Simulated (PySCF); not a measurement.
Compound: [FeH6]4- (charge -4 and singlet state).
SMILES: `[H][Fe-4]([H])([H])([H])([H])[H]`

Computed, not measured: PBE0-D3(BJ)/def2-SVP geometry optimisation, gas phase in PySCF.

Take the most abundant isotopes and a rigid rotor. 

Problem. Give the principal moments of inertia and the rotational constants in cm⁻¹.

Solution. Ia = 9.51, Ib = 9.87, Ic = 12.27 u·Å²; 505379 MHz·u·Å²/I gives 53128, 51229 and 41196 MHz, that is A = 1.77217, B = 1.70883, C = 1.37414 cm⁻¹.

Problem. What kind of rotor is it?

Solution. An asymmetric top. Ray's parameter κ = (2B − A − C)/(A − C) = 0.682; −1 is the prolate and +1 the oblate limit.

Problem. Is it planar, by Δ = Ic − Ia − Ib?

Solution. Not planar: Δ = Ic − Ia − Ib = -7.11 u·Å². For a rigid frame Δ = −2 Σ m c², so Σ m c² = 3.55 u·Å² lies off the ab plane: 3.51 from hydrogen and 0.05 from heavier atoms. The atom farthest from that plane is 1.27 Å away.

Problem. Give the other two planar moments, Paa and Pbb, and the rms extents of the mass along the axes.

Solution. Paa = Σ m a² = (Ib + Ic − Ia)/2 = 6.31 and Pbb = Σ m b² = (Ia + Ic − Ib)/2 = 5.96 u·Å². With the mass M = 61.98 u, the rms extents √(P/M) along a, b and c are 0.32, 0.31, 0.24 Å.

Problem. List the rotational levels J(Ka,Kc) to J = 4 (cm⁻¹).

Solution. Above 0(0,0):
J = 1: 1(0,1) 3.0830, 1(1,1) 3.1463, 1(1,0) 3.4810
J = 2: 2(0,2) 8.9694, 2(1,2) 8.9775, 2(1,1) 9.9816, 2(2,1) 10.1716, 2(2,0) 10.4512
J = 3: 3(0,3) 17.5833, 3(1,3) 17.5839, 3(1,2) 19.3806, 3(2,2) 19.4205, 3(2,1) 20.3351, 3(3,1) 20.7144, 3(3,0) 20.9259
J = 4: 4(0,4) 28.9418, 4(1,4) 28.9418, 4(1,3) 31.4888, 4(2,3) 31.4934, 4(2,2) 33.2363, 4(3,2) 33.3509, 4(3,1) 34.1509, 4(4,1) 34.7796, 4(4,0) 34.9245

Problem. Which lines would a microwave search look for?

Solution. The dipole components (about the centre of mass, as the species is charged) are |μa| = 0.00 D, |μb| = 0.00 D, |μc| = 2.60 D; the symmetry axis of this C2 structure is c, so μa and μb vanish by symmetry and there are no a-type or b-type lines. Some lines, for components of 0.1 D or more:

| type | branch | J(Ka,Kc) | MHz | lower level (cm⁻¹) |
| --- | --- | --- | --- | --- |
| c | Q | 3(2,2) ← 3(1,2) | 1198 | 19.381 |
| c | Q | 1(1,1) ← 1(0,1) | 1899 | 3.083 |
| c | Q | 2(2,1) ← 2(1,1) | 5696 | 9.982 |
| c | Q | 3(3,1) ← 3(2,1) | 11373 | 20.335 |
| c | R | 1(1,0) ← 0(0,0) | 104358 | 0.000 |
| c | R | 2(1,1) ← 1(0,1) | 206816 | 3.083 |
| c | R | 2(2,0) ← 1(1,0) | 208960 | 3.481 |
| c | R | 2(2,1) ← 1(1,1) | 210614 | 3.146 |
| c | R | 3(2,1) ← 2(1,1) | 310389 | 9.982 |
| c | R | 3(1,2) ← 2(0,2) | 312119 | 8.969 |
| c | R | 3(2,2) ← 2(1,2) | 313073 | 8.978 |
| c | R | 3(3,0) ← 2(2,0) | 314026 | 10.451 |
| c | R | 3(3,1) ← 2(2,1) | 316065 | 10.172 |

Problem. Estimate the classical rotational partition function at 50 K and 500 K.

Solution. Point group C2, symmetry number σ = 2; q = (√π/σ)·√((kT/h)³/(ABC)), k/h = 20836.6 MHz/K: 89.0 at 50 K, 2810 at 500 K.

PBE0-D3(BJ)/def2-SVP frequencies: not computed here. Whether so highly charged an anion holds all its electrons in the gas phase wasn't checked; a finite basis holds them in any case. No counter-ion or solvent screens the charge of this multiply charged ion. Constants of a rigid frame at the computed geometry: no zero-point averaging, no centrifugal distortion.
The closed-shell solution of the metal species wasn't tested for stability.
